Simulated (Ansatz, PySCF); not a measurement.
Constitutional and geometric isomers with formula H4O2Si2. Gas-phase values, no solvent. One relaxed conformer stands for each flexible species; it need not be the lowest. Strings in code marks are SMILES.

Quantity: electronic energy of isomers of H4O2Si2 relative to `O=[SiH]O[SiH3]` (O–Si–O–Si torsion 1°), in kcal/mol. The restricted reference of `O/[SiH]=[SiH]/O` and `O/[SiH]=[SiH]\O` is unstable towards unrestricted orbitals.

Level 1: frozen-core CCSD(T)/cc-pVTZ // r2SCAN-D4/def2-TZVP (Ansatz, a program for electronic structure)
Level 2: PBE-D3(BJ)/def2-TZVP // r2SCAN-D4/def2-TZVP (PySCF)
Level 3: PBE/6-31G* // r2SCAN-D4/def2-TZVP (PySCF)
Level 4: frozen-core MP2/6-31G* // r2SCAN-D4/def2-TZVP (PySCF)

| species | level 2 | level 3 | level 4 |
|---|---|---|---|
| `O=[Si](O)[SiH3]` (Si–Si–O–H torsion 0°) | 17.8 | 17.9 | 27.8 |
| `O[Si](O)=[SiH2]` (H–O–Si–Si torsion -19°, Si–Si–O–H torsion -165°) | 23.8 | 26.6 | 43.8 |
| `O=[SiH][SiH2]O` (O–Si–Si–O torsion 180°, Si–Si–O–H torsion 180°) | 30.7 | 30.4 | 38.7 |
| `O/[SiH]=[SiH]/O` (H–O–Si–Si torsion -58°, Si–Si–O–H torsion 58°) | 37.4 | 38.6 | 56.6 |
| `O/[SiH]=[SiH]\O` (H–O–Si–Si torsion 52°, Si–Si–O–H torsion -118°) | 36.4 | 38.0 | 55.4 |

What does level 1 give for each, and how far do the other levels lie from it on average?


- `O=[Si](O)[SiH3]` (Si–Si–O–H torsion 0°): 23.1
- `O[Si](O)=[SiH2]` (H–O–Si–Si torsion -19°, Si–Si–O–H torsion -165°): 29.2
- `O=[SiH][SiH2]O` (O–Si–Si–O torsion 180°, Si–Si–O–H torsion 180°): 34.8
- `O/[SiH]=[SiH]/O` (H–O–Si–Si torsion -58°, Si–Si–O–H torsion 58°): 42.3
- `O/[SiH]=[SiH]\O` (H–O–Si–Si torsion 52°, Si–Si–O–H torsion -118°): 41.3
Mean absolute difference from level 1, which has limits of its own, over these rows (drawn at random from the members that have all these levels): level 2 4.89 kcal/mol, level 3 3.80 kcal/mol, level 4 10.4 kcal/mol.
